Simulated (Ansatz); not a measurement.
A run for Ansatz (an electronic-structure program): R-CCSD(T)/cc-pV(D+d)Z on H2 (SMILES [H][H]). The basis file is the Basis Set Exchange's JSON of that set.

Ansatz 0.2 input:
```yaml
crystal:
  periodic: [false, false, false]
  atoms:
    - {symbol: H, position_ang: [0.00000000, 0.00000000, 0.37198582]}
    - {symbol: H, position_ang: [-0.00000000, -0.00000000, -0.37198582]}
basis:
  gaussian:
    orbitals: cc-pV_D+d_Z.json
magnetization: {spin_polarized: false}
correlation: {method: ccsd_t, electrons: outside_noble_gas}
scf: {lower_state_search: off}
```

Question: What total energy does the run end on?

Answer: -1.1635 hartree (reference determinant -1.1287, T1 diagnostic 0.005).
